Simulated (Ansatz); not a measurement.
One elementary step

Start structure (GeH$_{3}$Br, singlet), relaxed at PBE0-D4/def2-TZVP:

```
5
angstrom
Ge -0.1690 0.0875 -0.0069
Br 1.8799 -0.9737 0.0767
H -0.9482 -0.5254 -1.1742
H -0.8652 -0.1667 1.3333
H 0.1024 1.5784 -0.2289
```

The step: GeH₃Br ([GeH3][Br]) → GeH₂ + HBr (still joined by a long Ge–Br bond); bonds formed: Br2–H3; bonds broken: Ge1–H3; bonds weakened to dative contacts: Ge1–Br2. Computed with Ansatz 0.2.0 (basis: def2-TZVPP and def2-QZVPP); correlated methods freeze the cores. Filled d shells of the heavier atoms are correlated. The def2 sets are not built for correlating such inner shells, so the correlated values are less sure here. Extrapolation: Hartree–Fock as exp(−7.88 √X), correlation as X^−2.97. Energies below are by CCSD(T) at an estimated basis limit (MP2 extrapolated from triple and quadruple zeta, plus CCSD(T) − MP2 in triple zeta).

Task: What are the electronic barrier and the energy of the step, from the start structure to the end structure? (Judge from chemistry; the value comes from the calculation.)

Result: By the calculation: Barrier 2.394 eV; step energy 2.206 eV (uphill); reverse barrier, their difference, 0.188 eV. Barrier and step energy count from the start structure, the reverse barrier from the end structure.

The saddle point: One imaginary mode of 366i cm⁻¹.
| pair | start (Å) | saddle (Å) | end (Å) |
| --- | --- | --- | --- |
| Br2–H3 | 3.12 | 1.46 | 1.43 |
| Ge1–Br2 | 2.31 | 2.93 | 2.76 |
| Ge1–H3 | 1.53 | 2.25 | 3.27 |

Zero-point energy (harmonic, PBE0-D4): ZPE is 0.656 eV at the start and 0.517 eV at the saddle, so the barrier goes from 2.394 to 2.255 eV.

First-order rate constant out of the start structure at 898 K by transition-state theory, with harmonic vibrational free energies alone and no tunnelling: ΔA‡ = 2.113 eV, so k = (kB T/h) exp(−ΔA‡/kB T) ≈ 10^1 s⁻¹ (an order of magnitude at best: rotation, the number of equivalent paths and anharmonicity are left out).

The T1 diagnostic stays at or below 0.011.

Losses and insertions of silylenes and their heavier kin drive the gas-phase chemistry of silicon and germanium vapour deposition.

Labels in which every atom is bracketed show which atoms are joined, not bond orders.

For scale, one of the runs: CCSD(T)/def2-TZVPP, 138 basis functions, launched by `ansatz run in.yaml --threads 2 --pin off --events-out ev --progress --plain --max-ram 4352MiB`. Time: 8.5 s of wall clock on 2 CPU threads of an Intel Xeon 6975P-C; the host was shared. Peak host memory: 0.82 GiB.
